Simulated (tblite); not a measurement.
C7H19P.
Atom-mapped SMILES: `[CH3:1][CH2:2][P:3]([CH3:4])([CH3:5])([CH3:6])[CH2:7][CH3:8]` (hydrogens: H9, H10, H11 on C1; H12, H13 on C2; H14, H15, H16 on C4; H17, H18, H19 on C5; H20, H21, H22 on C6; H23, H24 on C7; H25, H26, H27 on C8)

Computed with GFN2-xTB (tblite): harmonic, unscaled wavenumbers at the GFN2-xTB geometry, gas phase. Errors from tens to a few hundred cm⁻¹ against measured bands are possible.

Harmonic wavenumbers (cm⁻¹): 85.2, 99.3, 109.6, 123.4, 138.3, 157.2, 197.4, 205.1, 241.4, 256.7, 315.8, 344.3, 353.4, 364.0, 390.5, 397.8, 486.8, 570.1, 591.5, 663.0, 682.0, 690.9, 724.9, 749.7, 795.1, 827.2, 853.6, 902.9, 920.1, 970.9, 991.0, 1004.8, 1020.5, 1062.2, 1075.1, 1216.9, 1239.9, 1256.3, 1269.5, 1296.1, 1300.5, 1347.1, 1405.2, 1414.9, 1436.4, 1438.1, 1439.0, 1444.8, 1449.4, 1495.0, 1497.7, 1501.4, 1507.1, 1508.9, 1511.8, 1521.0, 2912.5, 2939.0, 2963.2, 2970.9, 2982.2, 2990.0, 2991.8, 2997.5, 2999.2, 3006.1, 3009.1, 3009.6, 3010.7, 3027.2, 3031.7, 3033.0, 3039.0, 3039.8, 3047.1.

A = 1856, B = 1336, C = 1111 MHz; mass 134.122 u (most abundant isotopes); point group C1, symmetry number 1.

Zero-point energy?

½Σν̃ = 52929 cm⁻¹ = 151.33 kcal/mol.

Give the ideal-gas entropy at 400 K and 1 bar in the rigid-rotor, harmonic-oscillator model (classical rotation).

Translation 42.08, rotation 30.02, vibration 52.88: S = 125.0 cal/(mol K).

And Cp and H(400 K) − H(0)?

Cp = 64.10 cal/(mol K), of which vibrations give 56.16 (their classical limit is 75 R = 149.0); H(400 K) − H(0) = 14.65 kcal/mol without the zero-point energy, 11.47 from vibrations.

Blend soft modes into free rotors: weight 1/[1 + (100 cm⁻¹/ν̃)⁴] for the oscillator and the rest for a rotor with moment μB/(μ + B), μ = h/(8π²ν), B = 10⁻⁴⁴ kg m². What vibrational entropy results?

51.02 cal/(mol K) in place of 52.88, which changes −T·S at 400 K by +0.74 kcal/mol.

What must be added to the electronic energy to get the Gibbs energy at 400 K and 1 bar?

ZPE + [H(400 K) − H(0)] − T·S = 151.33 + 14.65 − 49.99 = 115.99 kcal/mol.

How do the functions run with temperature in this model?

| T (K) | S (cal/(mol K)) | Cp (cal/(mol K)) | H − H(0) (kcal/mol) | G − H(0) (kcal/mol) | ln q(vib) |
| --- | --- | --- | --- | --- | --- |
| 100 | 70.1 | 22.9 | 1.40 | -5.61 | 1.50 |
| 200 | 90.7 | 37.5 | 4.45 | -13.69 | 4.93 |
| 300 | 108.5 | 51.1 | 8.88 | -23.66 | 8.55 |
| 500 | 140.5 | 75.5 | 21.65 | -48.62 | 15.76 |
| 800 | 182.0 | 100.8 | 48.39 | -97.19 | 26.08 |
| 1000 | 205.8 | 112.6 | 69.78 | -136.01 | 32.50 |

q(vib) and H(0) count from the zero-point level.

Which modes carry the vibrational entropy at 400 K?

85.2 cm⁻¹: 4.35; 99.3 cm⁻¹: 4.04; 109.6 cm⁻¹: 3.85; 123.4 cm⁻¹: 3.62; 138.3 cm⁻¹: 3.40; 157.2 cm⁻¹: 3.15 cal/(mol K); the other 69 give 30.48 together.

Hindered rotation and anharmonicity are outside this model. The structure is chiral; the term R ln 2 for an equal mix with its mirror image is left out.

Shape of the structure used: `[CH3:1][CH2:2][P:3]([CH3:4])([CH3:5])([CH3:6])[CH2:7][CH3:8]`: C1–C2–P3–C4 -88°, C2–P3–C7–C8 -174°.
